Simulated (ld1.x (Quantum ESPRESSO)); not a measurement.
An all-electron radial function and its pseudo partner (carbon)

Columns: radius, all-electron u(r) and pseudo u(r) of the 2p shell (level -31.58 eV) of carbon in the configuration [He] 2s2 2p0; PBEsol, non-relativistic, ultrasoft scheme, ld1.x (Quantum ESPRESSO) 7.5.

```
r (bohr)  all-electron  pseudo
   0.098        0.0609  0.0133
   0.195        0.1858  0.0516
   0.292        0.3263  0.1121
   0.390        0.4605  0.1912
   0.488        0.5761  0.2828
   0.585        0.6688  0.3792
   0.682        0.7404  0.4748
   0.780        0.7926  0.5646
   0.878        0.8253  0.6421
   0.975        0.8405  0.7028
   1.072        0.8411  0.7452
   1.170        0.8292  0.7687
   1.268        0.8074  0.7736
   1.365        0.7782  0.7622
   1.463        0.7430  0.7375
   1.560        0.7041  0.7034
   1.658        0.6624  0.6630
   1.755        0.6198  0.6203
   1.852        0.5770  0.5771
   1.950        0.5343  0.5343
   2.047        0.4931  0.4931
   2.145        0.4532  0.4532
   2.242        0.4155  0.4155
   2.340        0.3796  0.3796
   2.438        0.3459  0.3459
   2.535        0.3147  0.3147
```

(1) How many radial nodes do the two functions have?

(2) At about which radius was the pseudo-wave matched?

(3) Is the pseudo-wave norm-conserving?

Answers

(1) The all-electron 2p function has n − l − 1 = 0; the pseudo-wave has 0.

(2) 1.95 bohr. The columns agree to 0.0005 from 1.75 bohr on; several derivatives are matched, so the curves merge somewhat inside the radius.

(3) No, it belongs to an ultrasoft set: the norm inside the radius is not constrained, and the difference is carried by the augmentation charge.
